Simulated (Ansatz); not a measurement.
Program: Ansatz. Geometries: PBE0-D4/def2-TZVP. ΔE: electronic, gas phase. CCSD(T)/CBS adds triple-zeta CCSD(T) − MP2 to the extrapolated MP2 energy (def2 sets, frozen cores). This one scheme is used for every species. DFT in def2-TZVPP. B3LYP here is the variant with VWN-RPA as its local correlation; programs differ in this. HSE06 is defined as in plane-wave codes. One conformer a species, not always the lowest.

Consider the formal exchange of groups at the Si–N bond: `N[Si](N)(Cl)Cl` + `N[SiH](Cl)Cl` → `N[Si](Cl)(Cl)[Si](N)(Cl)Cl` + NH₃.

`N[Si](N)(Cl)Cl`:

```xyz
9

N     0.709    1.288    0.049
Si   -0.276   -0.048    0.362
N    -0.077   -1.178   -0.877
Cl    0.111   -1.094    2.089
Cl   -2.161    0.738    0.600
H     1.694    1.160   -0.116
H     0.499    2.185    0.455
H    -0.294   -2.149   -0.724
H    -0.205   -0.901   -1.837
```

`N[SiH](Cl)Cl`:

```xyz
7

N    -0.828    0.646   -0.367
Si    0.312   -0.484    0.168
Cl    1.515   -0.938   -1.417
Cl    1.537    0.166    1.685
H    -0.551    1.414   -0.957
H    -1.615    0.885    0.216
H    -0.369   -1.688    0.672
```

`N[Si](Cl)(Cl)[Si](N)(Cl)Cl`:

Z-matrix (Å, degrees):
```
Si
Cl 1 2.043
Cl 1 2.060 2 111.2
N 1 1.693 2 106.8 3 118.0
Si 1 2.331 2 109.6 3 -114.3
H 4 1.006 1 120.9 2 32.0
H 4 1.006 1 121.7 2 -173.0
Cl 5 2.051 1 110.6 2 -75.1
N 5 1.699 1 108.4 2 168.5
Cl 5 2.059 1 109.3 2 42.7
H 9 1.008 5 120.4 1 157.2
H 9 1.009 5 119.1 1 -57.5
```

NH₃:

```xyz
4

N    -0.172    0.133   -0.179
H    -0.687   -0.373    0.531
H     0.417   -0.539   -0.655
H     0.442    0.779    0.302
```

```json
{"level": "LDA (SPW92)", "ΔE (kJ/mol)": "72.8", "difference from CCSD(T)/CBS": "-6.9"}
{"level": "PBE-D4", "ΔE (kJ/mol)": "56.6", "difference from CCSD(T)/CBS": "-23.1"}
{"level": "BLYP-D4", "ΔE (kJ/mol)": "62.5", "difference from CCSD(T)/CBS": "-17.2"}
{"level": "r2SCAN-D4", "ΔE (kJ/mol)": "76.7", "difference from CCSD(T)/CBS": "-3.0"}
{"level": "B97M-V", "ΔE (kJ/mol)": "77.5", "difference from CCSD(T)/CBS": "-2.2"}
{"level": "PBE0-D4", "ΔE (kJ/mol)": "66.4", "difference from CCSD(T)/CBS": "-13.3"}
{"level": "B3LYP-D4", "ΔE (kJ/mol)": "70.9", "difference from CCSD(T)/CBS": "-8.8"}
{"level": "r2SCANh-D4", "ΔE (kJ/mol)": "78.6", "difference from CCSD(T)/CBS": "-1.1"}
{"level": "r2SCAN0-D4", "ΔE (kJ/mol)": "81.5", "difference from CCSD(T)/CBS": "1.8"}
{"level": "HSE06-D4", "ΔE (kJ/mol)": "66.3", "difference from CCSD(T)/CBS": "-13.4"}
{"level": "BHLYP-D4", "ΔE (kJ/mol)": "80.5", "difference from CCSD(T)/CBS": "0.8"}
{"level": "ωB97M-V", "ΔE (kJ/mol)": "85.1", "difference from CCSD(T)/CBS": "5.4"}
{"level": "B2PLYP", "ΔE (kJ/mol)": "87.7", "difference from CCSD(T)/CBS": "8.0"}
{"level": "PBE-QIDH", "ΔE (kJ/mol)": "83.7", "difference from CCSD(T)/CBS": "4.0"}
{"level": "PBE", "ΔE (kJ/mol)": "67.4", "difference from CCSD(T)/CBS": "-12.3"}
{"level": "revPBE", "ΔE (kJ/mol)": "67.2", "difference from CCSD(T)/CBS": "-12.5"}
{"level": "BLYP", "ΔE (kJ/mol)": "81.2", "difference from CCSD(T)/CBS": "1.5"}
{"level": "r2SCAN", "ΔE (kJ/mol)": "80.6", "difference from CCSD(T)/CBS": "0.9"}
{"level": "PBE0", "ΔE (kJ/mol)": "77.1", "difference from CCSD(T)/CBS": "-2.6"}
{"level": "B3LYP", "ΔE (kJ/mol)": "87.9", "difference from CCSD(T)/CBS": "8.2"}
{"level": "r2SCANh", "ΔE (kJ/mol)": "82.9", "difference from CCSD(T)/CBS": "3.2"}
{"level": "r2SCAN0", "ΔE (kJ/mol)": "86.3", "difference from CCSD(T)/CBS": "6.6"}
{"level": "HSE06", "ΔE (kJ/mol)": "76.9", "difference from CCSD(T)/CBS": "-2.8"}
{"level": "BHLYP", "ΔE (kJ/mol)": "98.5", "difference from CCSD(T)/CBS": "18.8"}
{"level": "CAM-B3LYP", "ΔE (kJ/mol)": "95.1", "difference from CCSD(T)/CBS": "15.4"}
{"level": "LC-ωPBE", "ΔE (kJ/mol)": "86.9", "difference from CCSD(T)/CBS": "7.2"}
{"level": "RPA@PBE/def2-TZVPP", "ΔE (kJ/mol)": "80.1", "difference from CCSD(T)/CBS": "0.4"}
{"level": "MP2/def2-SVP", "ΔE (kJ/mol)": "87.6", "difference from CCSD(T)/CBS": "7.9"}
{"level": "CCSD/def2-SVP", "ΔE (kJ/mol)": "86.9", "difference from CCSD(T)/CBS": "7.2"}
{"level": "CCSD(T)/def2-SVP", "ΔE (kJ/mol)": "82.6", "difference from CCSD(T)/CBS": "2.9"}
{"level": "HF/def2-TZVPP", "ΔE (kJ/mol)": "110.5", "difference from CCSD(T)/CBS": "30.8"}
{"level": "MP2/def2-TZVPP", "ΔE (kJ/mol)": "84.9", "difference from CCSD(T)/CBS": "5.2"}
{"level": "SCS-MP2/def2-TZVPP", "ΔE (kJ/mol)": "88.7", "difference from CCSD(T)/CBS": "9.0"}
{"level": "CCSD/def2-TZVPP", "ΔE (kJ/mol)": "87.5", "difference from CCSD(T)/CBS": "7.8"}
{"level": "CCSD(T)/def2-TZVPP", "ΔE (kJ/mol)": "82.2", "difference from CCSD(T)/CBS": "2.5"}
{"level": "HF/def2-QZVPP", "ΔE (kJ/mol)": "111.6", "difference from CCSD(T)/CBS": "31.9"}
{"level": "MP2/def2-QZVPP", "ΔE (kJ/mol)": "83.9", "difference from CCSD(T)/CBS": "4.2"}
{"level": "SCS-MP2/def2-QZVPP", "ΔE (kJ/mol)": "88.1", "difference from CCSD(T)/CBS": "8.4"}
{"level": "HF/CBS(def2)", "ΔE (kJ/mol)": "111.8", "difference from CCSD(T)/CBS": "32.1"}
{"level": "CCSD/CBS(def2)", "ΔE (kJ/mol)": "85.1", "difference from CCSD(T)/CBS": "5.4"}
{"level": "CCSD(T)/CBS", "ΔE (kJ/mol)": "79.7", "difference from CCSD(T)/CBS": "0"}
```

Largest T1 diagnostic among the species: 0.010.

The D4 term adds −17.0 kJ/mol with B3LYP and −10.6 kJ/mol with PBE0; it sums over pairs of atoms, weighted by their polarisabilities, and B3LYP, whose exchange is more repulsive, gets the larger term. From r2SCAN to r2SCAN0 (25 % exact exchange), in def2-TZVPP and without D4, ΔE moves by +5.7 kJ/mol. In def2-TZVPP, CCSD(T) changes the Hartree–Fock value by −28.3 kJ/mol (the triples alone add −5.4 kJ/mol) and MP2 by −25.6 kJ/mol.
